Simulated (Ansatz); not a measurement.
Consider the substitution at a C–Al bond: `[SiH3][CH2][AlH][S][SiH3]` + `C=N` → `C=NC[SiH3]` + `[AlH2][S][SiH3]`.

Gas-phase electronic energies from Ansatz, PBE0-D4/def2-TZVP geometries. CCSD(T)/CBS is the MP2 limit (def2-TZVPP, def2-QZVPP) plus CCSD(T) − MP2 in def2-TZVPP, frozen cores. This one scheme is used for every species. Functionals use def2-TZVPP. HSE06 is defined as in plane-wave codes. One conformer a species, not always the lowest.

`[SiH3][CH2][AlH][S][SiH3]`:

```xyz
14

Si   -0.594    1.915    0.136
C     0.264    0.876   -1.156
Al   -0.623   -0.817   -1.502
S    -0.506   -2.537   -0.159
Si    0.759   -1.879    1.430
H    -0.557    1.225    1.455
H    -2.025    2.111   -0.230
H     0.028    3.258    0.296
H     0.291    1.438   -2.096
H     1.296    0.710   -0.830
H    -1.525   -1.062   -2.778
H     1.717   -0.838    0.978
H    -0.045   -1.339    2.554
H     1.521   -3.062    1.902
```

`C=N`:

Cartesian coordinates in Å:
```
C 0.020 -0.375 0.107
N -0.602 0.640 -0.308
H 1.088 -0.400 0.350
H -0.529 -1.310 0.240
H 0.023 1.444 -0.389
```

`C=NC[SiH3]`:

```xyz
11

C     0.577    0.396   -1.890
N     0.449    0.884   -0.736
C     0.646    0.027    0.399
Si   -1.009   -0.254    1.274
H     0.404    1.031   -2.758
H     0.859   -0.650   -2.074
H     1.304    0.529    1.116
H     1.097   -0.946    0.146
H    -1.946   -0.948    0.353
H    -1.600    1.040    1.698
H    -0.781   -1.108    2.472
```

`[AlH2][S][SiH3]`:

Cartesian coordinates in Å:
```
Al -1.556 -0.917 -0.407
S -0.116 0.360 -1.431
Si 1.200 0.738 0.215
H -1.324 -1.230 1.126
H -2.765 -1.468 -1.259
H 2.280 1.616 -0.298
H 1.792 -0.523 0.730
H 0.491 1.424 1.324
```

```json
{"level": "r2SCAN0-D4", "ΔE (kJ/mol)": "81.2", "difference from CCSD(T)/CBS": "-1.2"}
{"level": "HSE06-D4", "ΔE (kJ/mol)": "78.8", "difference from CCSD(T)/CBS": "-3.6"}
{"level": "ωB97X-V", "ΔE (kJ/mol)": "75.5", "difference from CCSD(T)/CBS": "-6.9"}
{"level": "PBE", "ΔE (kJ/mol)": "70.3", "difference from CCSD(T)/CBS": "-12.1"}
{"level": "r2SCAN0", "ΔE (kJ/mol)": "78.9", "difference from CCSD(T)/CBS": "-3.5"}
{"level": "CAM-B3LYP", "ΔE (kJ/mol)": "68.6", "difference from CCSD(T)/CBS": "-13.8"}
{"level": "RPA@PBE/def2-TZVPP", "ΔE (kJ/mol)": "76.5", "difference from CCSD(T)/CBS": "-5.9"}
{"level": "CCSD(T)/def2-SVP", "ΔE (kJ/mol)": "66.6", "difference from CCSD(T)/CBS": "-15.8"}
{"level": "SCS-MP2/def2-TZVPP", "ΔE (kJ/mol)": "77.3", "difference from CCSD(T)/CBS": "-5.1"}
{"level": "CCSD(T)/def2-TZVPP", "ΔE (kJ/mol)": "80.5", "difference from CCSD(T)/CBS": "-1.9"}
{"level": "CCSD(T)/CBS", "ΔE (kJ/mol)": "82.4", "difference from CCSD(T)/CBS": "0"}
```

Largest T1 diagnostic among the species: 0.012.

From BLYP to BHLYP (50 % exact exchange), in def2-TZVPP and without D4, ΔE moves by +6.1 kJ/mol. In def2-TZVPP, CCSD(T) changes the Hartree–Fock value by +13.2 kJ/mol (the triples alone add +1.2 kJ/mol) and MP2 by +15.2 kJ/mol. Leaving LDA and LC-ωPBE aside and taking each functional with its dispersion term where it has one, the values, not all of them listed here, spread over 8.7 kJ/mol, from revPBE-D4 to r2SCAN0-D4. LDA lies −3.1 kJ/mol from PBE without D4.
